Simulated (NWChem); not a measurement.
System: CH3ClO2Si; SMILES O1CO[SiH]1Cl

```xyz
8

Cl    -0.2844     1.8581     0.0000
Si     0.5999     0.0167     0.0000
O     -0.0294    -1.0829    -1.1022
C     -0.4912    -1.8575     0.0000
O     -0.0294    -1.0829     1.1022
H      2.0603     0.2301     0.0000
H     -0.0317    -2.8613     0.0000
H     -1.5925    -1.9389     0.0000
```
Atoms are numbered in this order, from 1.

Level: PBE0/def2-SVP (NWChem), optimised geometry, unscaled harmonic frequencies. 

```json
[
 {"frequency (cm⁻¹)": "160", "IR intensity (km/mol)": "0.3"},
 {"frequency (cm⁻¹)": "187", "IR intensity (km/mol)": "1.2"},
 {"frequency (cm⁻¹)": "332", "IR intensity (km/mol)": "17.7"},
 {"frequency (cm⁻¹)": "556", "IR intensity (km/mol)": "88.5"},
 {"frequency (cm⁻¹)": "692", "IR intensity (km/mol)": "9.7"},
 {"frequency (cm⁻¹)": "697", "IR intensity (km/mol)": "88.2"},
 {"frequency (cm⁻¹)": "776", "IR intensity (km/mol)": "33.3"},
 {"frequency (cm⁻¹)": "871", "IR intensity (km/mol)": "166.9"},
 {"frequency (cm⁻¹)": "970", "IR intensity (km/mol)": "166.2"},
 {"frequency (cm⁻¹)": "1020", "IR intensity (km/mol)": "177.9"},
 {"frequency (cm⁻¹)": "1107", "IR intensity (km/mol)": "153.2"},
 {"frequency (cm⁻¹)": "1149", "IR intensity (km/mol)": "7.0"},
 {"frequency (cm⁻¹)": "1161", "IR intensity (km/mol)": "0.0"},
 {"frequency (cm⁻¹)": "1378", "IR intensity (km/mol)": "14.3"},
 {"frequency (cm⁻¹)": "1536", "IR intensity (km/mol)": "6.0"},
 {"frequency (cm⁻¹)": "2328", "IR intensity (km/mol)": "98.3"},
 {"frequency (cm⁻¹)": "3051", "IR intensity (km/mol)": "82.5"},
 {"frequency (cm⁻¹)": "3119", "IR intensity (km/mol)": "34.1"}
]
```

```
Property                                                                           Result
-----------------------------------------------------------------------  ----------------
zero-point energy                                                           30.1 kcal/mol
thermal correction to the enthalpy at 298.15 K (with zero-point energy)     34.0 kcal/mol
heat capacity Cv                                                         17.1 cal/(mol K)
entropy at 298.15 K and 1 atm (symmetry number 1)                        74.5 cal/(mol K)
dipole moment                                                                      0.86 D
```

Rigid rotor and harmonic oscillator.
